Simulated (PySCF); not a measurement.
Isomers of C9H18Se, from PBE0-D3(BJ)/def2-SVP geometry optimisation, gas phase in PySCF 2.14.0. One conformer each, no zero-point energy, no frequencies.

Question: Which isomer lies lowest at this level?
A. `[CH3:1][CH2:2][Se:3][CH2:4][CH2:5][CH:6]1[CH2:7][CH2:8][CH2:9][CH2:10]1` with C1–C2–Se3–C4 74°, C2–Se3–C4–C5 -176°, Se3–C4–C5–C6 -59°, C4–C5–C6–C7 -176°, C5–C6–C7–C8 150°, C6–C7–C8–C9 1°, C7–C8–C9–C10 -26°, C8–C9–C10–C6 41°: A = 2597, B = 386.5, C = 374.6 MHz, dipole 1.38 D
B. `CC(C)(C)C(=[Se])C(C)(C)C`: A = 1001, B = 921.5, C = 608.3 MHz, dipole 2.51 D
C. `[CH3:1][CH2:2][C@@H:3]1[CH2:4][CH2:5][CH2:6][CH2:7][Se:8][C@@H:9]1[CH3:10]` with C1–C2–C3–C4 -54°, C2–C3–C4–C5 -168°, C3–C4–C5–C6 96°, C4–C5–C6–C7 -73°, C5–C6–C7–Se8 58°: A = 1194, B = 781.8, C = 578.3 MHz, dipole 1.60 D

Answer: C. That is `CC[C@@H]1CCCC[Se][C@@H]1C`, 3.4 kcal/mol below the next.

```json
{"SMILES": "CC[C@@H]1CCCC[Se][C@@H]1C", "mapped SMILES": "[CH3:1][CH2:2][C@@H:3]1[CH2:4][CH2:5][CH2:6][CH2:7][Se:8][C@@H:9]1[CH3:10]", "E (Eh)": "-2754.12702", "relative (kcal/mol)": "0.0", "relative (kJ/mol)": "0.0", "dipole (D)": "1.60"}
{"SMILES": "CC[Se]CCC1CCCC1", "mapped SMILES": "[CH3:1][CH2:2][Se:3][CH2:4][CH2:5][CH:6]1[CH2:7][CH2:8][CH2:9][CH2:10]1", "E (Eh)": "-2754.12153", "relative (kcal/mol)": "3.4", "relative (kJ/mol)": "14.4", "dipole (D)": "1.38"}
{"SMILES": "CC(C)(C)C(=[Se])C(C)(C)C", "mapped SMILES": "[CH3:1][C:2]([CH3:3])([CH3:4])[C:5](=[Se:6])[C:7]([CH3:8])([CH3:9])[CH3:10]", "E (Eh)": "-2754.08751", "relative (kcal/mol)": "24.8", "relative (kJ/mol)": "103.8", "dipole (D)": "2.51"}
```

As drawn, the highest has a quaternary carbon, which the lowest lacks.
